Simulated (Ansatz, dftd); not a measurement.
System: SiO$_{2}$, charge 0, singlet. SiO2 (dioxosilane, SMILES O=[Si]=O).
B3LYP-D3(BJ)/def2-TZVP minimum from Ansatz (a program for electronic structure):
```
Si
O 1 1.5101
O 1 1.5101 2 180.00
```

Property: atomisation energy (electronic, to ground-state atoms), in kcal/mol. UHF or UKS for unpaired electrons; spin-orbit terms are left out. Cores are frozen in correlated methods. Rows without X2C or -DK are non-relativistic. CBS(X,Y): correlation extrapolated as X^-3, Hartree-Fock from the larger set (Q,5: extrapolated as (X+1)exp(-9√X)). A bracket is a step between two methods taken in the basis named. The functionals are non-relativistic, so their misses hold any scalar relativity. '+ core + X2C': CCSD(T) terms for core correlation (cc-pwCVTZ, 1s frozen past Ne) and scalar relativity (cc-pVTZ-DK). The T1 diagnostic of O2Si (O=[Si]=O, singlet) reaches 0.027 in the sets run.

Compared with CCSD(T)/CBS(cc-pV(Q+d)Z,cc-pV(5+d)Z) + [CCSDT(Q) - CCSD(T)]/cc-pV(T+d)Z + [CCSDTQ - CCSDT(Q)]/cc-pV(D+d)Z + core + X2C (Ansatz): 298.0 kcal/mol.

Costs are rough ratios of core time, to one figure, on one kind of shared machine, summed over the single points of the molecules; atoms, geometries and frequencies are left out. The first row took roughly 2 core seconds; short runs hold start-up time.

```csv
level,program,cost relative to the first row,difference (kcal/mol)
r2SCAN-D4/def2-TZVPD,Ansatz + dftd4,1,-1.5
r2SCANh-D4/def2-TZVPD,Ansatz + dftd4,1,-10.4
r2SCANh/def2-TZVPD,Ansatz,1,-10.6
wB97M-V/def2-TZVPD,Ansatz,2,-4.6
"CCSD(T)/CBS(cc-pV(T+d)Z,cc-pV(Q+d)Z)",Ansatz,10,-1.3
"CCSD(T)/CBS(cc-pV(T+d)Z,cc-pV(Q+d)Z) + core + X2C",Ansatz,30,-1.7
CCSDT(Q)/cc-pV(T+d)Z,Ansatz,200,-15.3
```

The dearest row costs roughly 200 times the first. Costs within a factor of two don't rank. The table holds for this case alone.
